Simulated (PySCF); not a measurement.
These compounds are isomers of formula C$_{7}$H$_{6}$FN$_{3}$.

A. `Cn1nc2cccc(F)c2n1`
B. `Cn1nnc2c(F)cccc21`
C. `InChI=1S/C7H6FN3/c1-5-3-2-4-6-7(8)9-10-11(5)6/h2-4H,1H3`
D. SMILES Fc1n2nnc(C)c2ccc1

Spectrum 1. $^{1}$H NMR (300 MHz, computed): δ 7.75 (d, 1H), 7.36 (m, 1H), 6.80 (m, 1H), 2.92 (s, 3H). $^{13}$C{$^{1}$H} NMR (computed): δ 158.8 (C), 142.5 (C), 138.3 (C), 128.6 (CH), 118.4 (CH), 100.7 (CH), 12.9 (CH3).

Spectrum 2. $^{1}$H NMR (300 MHz, computed): δ 7.76 (m, 1H), 7.51 (d, 1H), 7.40 (m, 1H), 4.44 (s, 3H). $^{13}$C{$^{1}$H} NMR (computed): δ 164.7 (C), 144.1 (C), 141.5 (C), 132.2 (CH), 114.7 (CH), 107.9 (CH), 34.6 (CH3).

Spectrum 3. $^{1}$H NMR (300 MHz, computed): δ 8.00 (d, 1H), 7.69 (m, 1H), 7.40 (m, 1H), 4.61 (s, 3H). $^{13}$C{$^{1}$H} NMR (computed): δ 163.3 (C), 152.8 (C), 140.1 (C), 131.3 (CH), 119.5 (CH), 115.9 (CH), 43.3 (CH3).

Spectrum 4. $^{1}$H NMR (300 MHz, computed): δ 7.89 (m, 1H), 7.40 (m, 1H), 7.03 (d, 1H), 3.02 (s, 3H). $^{13}$C{$^{1}$H} NMR (computed): δ 163.1 (C), 141.0 (C), 128.3 (CH), 125.5 (C), 120.4 (CH), 118.7 (CH), 20.0 (CH3).

- GFN2-xTB structure
- NMR shieldings at PBE0/pcSseg-1/GIAO
- program: PySCF 2.14
- one averaged value for each set of equivalent atoms, isolated molecule, one conformer, non-relativistic Hamiltonian

δ = σ(ref) − σ, references computed at the same level: $^{1}$H, $^{13}$C vs TMS. Splittings of carbon signals by F and P are missing where no couplings were computed. Where no couplings were computed, multiplicities follow the n + 1 count of equivalent neighbours, and m marks all less simple cases (inequivalent or close neighbours, rings, F or P nearby). Shifts are as computed. Against solution values, carbons near 30 ppm lie about +3 ppm off and those near 130 ppm about +5 ppm. Of 1211 compounds with measured shifts, 218 miss one by over three times the rms of a fit or turn the order of signals round; such compounds aren't used in these exercises.

Match each spectrum to its structure.

Answers

1–D, 2–B, 3–A, 4–C.

- Spectrum 1 (D): 7 $^{13}$C signals; δC 158.8 is an aromatic carbon bearing fluorine; δC 128.6 is an aromatic CH.
- Spectrum 2 (B): 7 $^{13}$C signals; δC 164.7 is an aromatic carbon bearing fluorine; δC 132.2 is an aromatic CH.
- Spectrum 3 (A): 7 $^{13}$C signals; δC 163.3 is an aromatic carbon bearing fluorine; δC 131.3 is an aromatic CH.
- Spectrum 4 (C): 7 $^{13}$C signals; δC 163.1 is an aromatic carbon bearing fluorine; δC 128.3 is an aromatic CH.
